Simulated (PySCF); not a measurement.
**Relaxation of singlet YOF**

Level of theory: PySCF, PBE0, basis Y def2-TZVP with ECP28, O def2-TZVP, F def2-TZVP (scalar-relativistic core potentials, no spin–orbit coupling, density fitting). A (50,194) grid was used.

A start displaced from a saddle point along its imaginary mode, of Cs symmetry, held to at least that symmetry:

```xyz
3
charge 0 multiplicity 1, angstrom
Y    -0.0042   -0.0398   -0.0924
O     0.0126    0.1193   -1.9273
F     0.0091    0.0858    2.0552
```

Optimiser trace:
```tsv
step	E − E(last) (kJ/mol)	largest gradient (Eh/bohr)
0	63.22	0.00623
1	61.00	0.00897
2	57.46	0.01085
3	52.20	0.01170
4	45.44	0.01255
5	37.80	0.01646
6	30.14	0.01842
7	10.62	0.03508
8	1.61	0.00678
9	0.02	0.00169
10	0.00	0.00055
11	0.00	0.00013
```

It ends at Cs with Y–F 2.027 Å, Y–O 1.809 Å; F–Y–O 114.5° (after a last refinement on a finer grid). A frequency run shows a minimum.

Final geometry:
Z-matrix (Å, degrees; charge 0 multiplicity 1):
```
Y
O  1 1.8088
F  1 2.0272 2 114.53
```

The relaxation took roughly 40 core-seconds on a shared host.
